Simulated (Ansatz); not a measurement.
InSi16, relaxed as a doublet with UKS PBE-D4/def2-SVP in Ansatz, starting from the GFN2-xTB geometry. Force threshold 0.03 eV/Å.

In the def2 sets In takes a core potential; there is no spin–orbit coupling. The structure comes from a short search, and lower isomers may exist.

Start:

Cartesian coordinates in Å:
```
In -0.1272 -1.0150 0.7543
Si 1.6398 3.4202 -1.3878
Si -0.1210 -0.2202 3.4208
Si -3.0527 -1.0260 0.2034
Si 3.0895 2.0804 1.3433
Si -1.6411 -0.2818 -1.4003
Si 3.6833 3.2229 -0.5255
Si -1.2010 -3.7817 -0.0148
Si -1.9367 2.1149 0.1728
Si 1.7408 -0.3419 -1.0904
Si -0.5237 2.8305 -1.4420
Si 1.3815 1.1647 2.4479
Si -1.9310 -2.7946 1.8438
Si -1.9464 0.8430 2.0250
Si 1.1063 -2.4394 -1.6590
Si -0.0553 -4.3423 -1.8924
Si -0.1051 0.5663 -2.7992
```

**Question.** Estimate the energy that the relaxation releases and the steps that it takes.

**Answer.** 163.9 kcal/mol, in 28 steps; 1.7 min on 2 threads of AMD EPYC 7R13 on a shared host and a share (18 GiB) of an NVIDIA H100 80GB HBM3. No frequencies were taken in this run, so the end may be a saddle point.

**Question.** Does the start keep its bonding and symmetry?

**Answer.** Bonds lost: In1–Si6 (atoms count from 1). Bonds formed: Si2–Si5, Si4–Si14, Si5–Si10, Si5–Si11, Si6–Si9, Si6–Si10, Si6–Si14, Si8–Si15 (atoms count from 1).

**Question.** Predict the relaxed structure.

**Answer.** 
```xyz
17

In    0.100   -1.560    2.006
Si    2.093    3.244   -1.633
Si   -0.168    0.624    3.519
Si   -2.754   -1.592    0.778
Si    2.029    1.447    0.063
Si   -1.689   -0.036   -0.596
Si    3.983    2.572   -0.564
Si   -1.061   -2.677   -1.019
Si   -1.791    2.422    0.286
Si    0.848   -0.512   -0.626
Si    0.092    2.135   -1.366
Si    0.243    1.891    1.587
Si   -1.370   -3.706    1.035
Si   -1.952    0.517    1.902
Si    1.347   -2.853   -0.126
Si    0.648   -2.104   -2.598
Si   -0.599    0.186   -2.647
```
Bond lengths: 28 × Si–Si 2.27 to 2.61 Å; 5 × In–Si 2.67 to 2.93 Å.
